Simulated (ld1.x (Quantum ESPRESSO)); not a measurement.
**Which change was made? (Ag, TM)**

Ag (Z = 47), norm-conserving Troullier–Martins (Kleinman–Bylander form), made with ld1.x (Quantum ESPRESSO) 7.5 (PBEsol, scalar-relativistic). Core [Ar] 3d10, reference 4s2 4p6 4d10 5s1 5p0. Waves: 4s (bound): rc 1.60 bohr; 4d (bound): rc 1.20 bohr; 4p (bound): rc 1.10 bohr. Local part: the p channel. Core correction: none.

Occupied shells without a wave of their own: 5s. They enter only through the test configuration that unscreens the potential.

Cutoffs, loose and tight: the cutoffs (Ry, on a coarse ladder) from which the occupation-weighted sum of valence levels, in a spherical-Bessel basis at the reference potential, stays within 10 and 1 mRy of its value at 400 Ry. They do not see the model core or the augmentation charge, which bear on the density cutoff. Test errors are all-electron minus pseudo excitation energies from the reference, over the configurations 4s2 4p6 4d10 5s0 5p0; 4s2 4p6 4d9 5s0 5p0; 4s2 4p6 4d8 5s0 5p0; 4s2 4p6 4d9 5s1 5p0; 4s2 4p5 4d10 5s1 5p0; 4s1 4p6 4d10 5s1 5p0; 4s2 4p6 4d9 5s1 5p1; variants that change the core or the reference have their own tests.

The base gives: outcome: generated, misses its reference levels by 0.83 eV; cutoff, loose: 140 Ry; cutoff, tight: 180 Ry; bound ghosts: none; largest test error (meV): -2365.

Question: After one change the result is: outcome: generated, misses its reference levels by 0.82 eV; cutoff, loose: 140 Ry; cutoff, tight: 180 Ry; bound ghosts: none; largest test error (meV): -2359. Which change was it?
A. functional PBE
B. wave 4d (bound): rc 1.20 bohr becomes 4d (bound): rc 0.80 bohr
C. all radii scaled by about 1.24 (s 1.98, p 1.36, d 1.48 bohr)
D. local potential all-electron potential smoothed inside 1.10 bohr (lloc = -1)
E. wave 4p (bound): rc 1.10 bohr becomes 4p (bound): rc 1.42 bohr

Answer: A. The others give: local potential all-electron potential smoothed inside 1.10 bohr (lloc = -1) → outcome: failed: the pseudo-atom did not reach self-consistency | wave 4d (bound): rc 1.20 bohr becomes 4d (bound): rc 0.80 bohr → outcome: generated, misses its reference levels by 0.83 eV; cutoff, loose: 300 Ry; cutoff, tight: 300 Ry; bound ghosts: none; largest test error (meV): -2345 | wave 4p (bound): rc 1.10 bohr becomes 4p (bound): rc 1.42 bohr → outcome: generated, misses its reference levels by 1.06 eV; cutoff, loose: 80 Ry; cutoff, tight: 120 Ry; bound ghosts: none; largest test error (meV): -2952 | all radii scaled by about 1.24 (s 1.98, p 1.36, d 1.48 bohr) → outcome: generated, misses its reference levels by 2.07 eV; bound ghosts: none; largest test error (meV): -5871.
